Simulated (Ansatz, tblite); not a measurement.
Cost and result up the ladder for KBr2⁻ (the lowest singlet isomer of a short search) (3 atoms). Charge -1, multiplicity 1. Geometry: PBE0-D4/def2-TZVPD.

```xyz
3

K    -0.0002   -0.0014    0.0046
Br   -2.0800    2.1818    0.2065
Br    2.0803   -2.1804   -0.2111
```

Ansatz on 4 threads of Intel Xeon on a shared host; xTB runs through tblite on one thread. Times are rough, summed over both states, and most runs start from the orbitals of an earlier one. PBE-QIDH/def2-TZVPD serves as the yardstick here, not as an exact answer. The other state is a triplet at its own geometry.

The xTB rows come from tblite. LC-ωPBE has ω = 0.4 bohr⁻¹. Correlated methods freeze 23 core orbitals; core or outer-core shells of K, Br are correlated, in sets that lack core-valence functions. HOMO above LUMO, or a gap near zero within one spin, warns that the state may not be the lowest or that an electron is smeared out. At PBE0-D4/def2-TZVPD a singlet of charge -1 lies 4.10 eV below the triplet, each at its own geometry. The structure comes from a short search, and lower isomers may exist.

Correlated methods converge slowly with the basis.

xTB has no spin-polarisation term.

```tsv
level	functions	wall time	triplet − singlet (eV)	difference from PBE-QIDH/def2-TZVPD (eV)	remarks
GFN1-xTB	22	0.016 s	4.30	-0.44	–
GFN2-xTB	22	0.017 s	4.30	-0.44	–
HF/def2-TZVPD	150	17 s	3.78	-0.96	–
RPA@PBE/def2-TZVPD	150	17 s	3.17	-1.57	–
MP2/def2-TZVPD	150	19 s	4.76	0.02	–
PBE-D4/def2-TZVPD	150	19 s	3.65	-1.09	HOMO above zero (triplet), gap within one spin near zero (triplet)
LC-ωPBE/def2-TZVPD	150	24 s	4.71	-0.03	–
CAM-B3LYP-D4/def2-TZVPD	150	29 s	4.50	-0.24	–
PBE0-D4/def2-TZVPD (with forces)	150	30 s	4.09	-0.65	HOMO above zero (triplet)
PBE-QIDH/def2-TZVPD	150	36 s	4.74	0.00	–
r2SCAN-D4/def2-TZVPD	150	43 s	3.96	-0.78	HOMO above zero (triplet), gap within one spin near zero (triplet)
ωB97X-V/def2-TZVPD	150	91 s	4.81	0.07	–
```
